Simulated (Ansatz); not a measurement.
One geometry of the cluster Al3Cl, several levels of theory.

```yaml
crystal:
  periodic: [false, false, false]
  atoms:
    - {symbol: Al, position_ang: [0.339345, -0.319787, -0.374574]}
    - {symbol: Al, position_ang: [-1.150012, 1.694980, 0.159496]}
    - {symbol: Al, position_ang: [-0.734042, 0.082484, 1.916249]}
    - {symbol: Cl, position_ang: [1.544709, -1.457677, -1.701172]}
basis:
  gaussian: {orbitals: def2-TZVP, initial_orbitals: start.molden}
magnetization: {spin_polarized: true, initial_magnetization: 0}
hamiltonian: {xc: pbe, dispersion: d4}
scf: {omitted_lower_state_checks: [starts]}
output: {orbitals: {seedname: orbitals}}
```

The file start.molden holds the orbitals of an earlier run on this structure, at another level or in another basis.

```sh
$ ansatz run in.yaml --threads 4 --pin off --events-out ev --progress --plain --max-ram 3916MiB
```

Shortened log:

```
Functional definition: PBE
1033 factors; their error is unknown
mean field evaluation 1: about -32298.6561 eV, gradient 9.2e0 eV
mean field evaluation 2: about -32298.7510 eV, gradient 1.7e-1 eV
mean field evaluation 4: about -32298.7445 eV, gradient 3.3e-2 eV
mean field evaluation 8: about -32298.7445 eV, gradient 8.9e-6 eV
mean field -32298.74453680 eV, -1186.9569688519 hartree, gradient 8.9e-6 eV, S^2 0.452167; 0 other end points of the search recorded, 0 dependent functions left out
reference -32298.74457175 eV, -1186.9569701365 hartree; 28, 28 occupied and 120, 120 virtual orbitals, 1033 factors
Total energy: -32298.88910210 eV, -1186.9622815290 hartree
Checks for a lower state left out: starts
```

It took 1.9 s on 4 threads of Arm Neoverse V2 on a shared host.

As the first input, with `hamiltonian: {xc: r2scan, dispersion: d4}` (abridged; 11 s):

```
Functional definition: r2SCAN
mean field -32311.61906100 eV, -1187.4300988897 hartree, gradient 1.3e-5 eV, S^2 0.713093
Total energy: -32311.64841316 eV, -1187.4311775618 hartree
Checks for a lower state left out: starts
```

The first input with `hamiltonian: {xc: pbe0, dispersion: d4}` and without the key `scf` (abridged; 13 s):

```
Functional definition: PBE0
mean field evaluation 16: about -32301.1152 eV, gradient 9.9e-1 eV
mean field evaluation 32: about -32301.2327 eV, gradient 3.3e-1 eV
mean field evaluation 64: about -32301.2595 eV, gradient 6.7e-1 eV
mean field -32301.27632318 eV, -1187.0500102855 hartree, gradient 1.4e-5 eV, S^2 0.587106; 10 other end points of the search recorded, 0 dependent functions left out
Total energy: -32301.40177602 eV, -1187.0546205921 hartree
```

Geometry: PBE-D4/def2-TZVP, that of the neutral singlet.

At PBE-D4/def2-TZVP, r2SCAN-D4/def2-TZVP, PBE0-D4/def2-TZVP the unrestricted singlet has broken spin symmetry (⟨S²⟩ up to 0.71). The structure comes from a short search, and lower isomers may exist.
